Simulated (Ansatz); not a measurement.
Tetramethylammonium benzoate (C₁₁H₁₇NO₂), relaxed as a singlet with RKS PBE-D4/def2-SVP in Ansatz, starting from the GFN2-xTB geometry. Force threshold 0.03 eV/Å.

Start:

```xyz
31

C    -2.4782   -1.3251   -3.2340
N    -1.6343   -0.8762   -2.1171
C    -1.3689   -1.9899   -1.1924
C    -2.3097    0.1915   -1.3616
C    -0.3568   -0.3602   -2.6344
H    -3.4223   -1.7219   -2.8628
H    -2.6888   -0.4895   -3.9006
H    -1.9680   -2.1049   -3.7979
H    -0.7642   -2.7517   -1.6768
H    -0.8372   -1.5751   -0.3202
H    -2.3064   -2.4272   -0.8552
H    -2.3928    1.0906   -1.9668
H    -3.3004   -0.1357   -1.0536
H    -1.7062    0.3930   -0.4634
H    -0.5402    0.4378   -3.3505
H     0.1999   -1.1565   -3.1230
H     0.2568    0.0542   -1.7935
O     1.1324    0.7369   -0.4673
C     0.6823    0.4417    0.6588
O    -0.3997   -0.1633    0.8565
C     1.4989    0.8371    1.8691
C     2.5512    1.7335    1.7334
C     3.3065    2.0899    2.8346
C     3.0186    1.5476    4.0767
C     1.9732    0.6492    4.2167
C     1.2128    0.2975    3.1166
H     2.7621    2.1371    0.7533
H     4.1239    2.7899    2.7265
H     3.6119    1.8237    4.9379
H     1.7547    0.2229    5.1866
H     0.3890   -0.3971    3.2045
```

```
         step  energy (eV)  largest force component (eV/Å)  SCF passes
            1  -17234.2725                           1.294          25
            2  -17234.5301                           0.366          23
            3  -17234.5688                           0.121          23
            4  -17234.5700                           0.229          21
            5  -17234.5724                           0.108          22
            6  -17234.5758                           0.042          22
            7  -17234.5777                           0.022          21
            8  -17234.5793                           0.054          20
            9  -17234.5800                           0.048          21
           10  -17234.5810                           0.034          21
           11  -17234.5814                           0.045          21
12 (rejected)  -17234.5811                           0.115          21
           13  -17234.5819                           0.037          21
           14  -17234.5820                           0.025          22
```

Force components are those of the run's own axes.

End:

```xyz
31

C    -2.544   -1.344   -3.258
N    -1.659   -0.881   -2.147
C    -1.213   -2.053   -1.307
C    -2.400    0.079   -1.250
C    -0.443   -0.189   -2.709
H    -3.430   -1.852   -2.834
H    -2.863   -0.469   -3.854
H    -1.981   -2.046   -3.900
H    -0.562   -2.700   -1.923
H    -0.686   -1.620   -0.419
H    -2.113   -2.611   -0.987
H    -2.617    1.000   -1.822
H    -3.343   -0.403   -0.931
H    -1.735    0.260   -0.366
H    -0.790    0.669   -3.315
H     0.092   -0.911   -3.355
H     0.217    0.158   -1.853
O     1.238    0.700   -0.477
C     0.756    0.400    0.651
O    -0.337   -0.228    0.866
C     1.549    0.822    1.882
C     2.762    1.522    1.738
C     3.495    1.913    2.867
C     3.019    1.606    4.155
C     1.808    0.908    4.305
C     1.078    0.518    3.173
H     3.104    1.741    0.715
H     4.443    2.460    2.749
H     3.593    1.913    5.043
H     1.434    0.668    5.313
H     0.127   -0.029    3.251
```

By distances, no bond broke or formed. The bond that changes most is N2–C3, from 1.47 to 1.51 Å (atoms count from 1).

The force fell under the threshold at step 7, but the optimiser went on and released 0.004 eV more. No frequencies were taken in this run, so the end may be a saddle point.

Hardware: 4 threads of Arm Neoverse V1 on a shared host. Wall time 73 s.
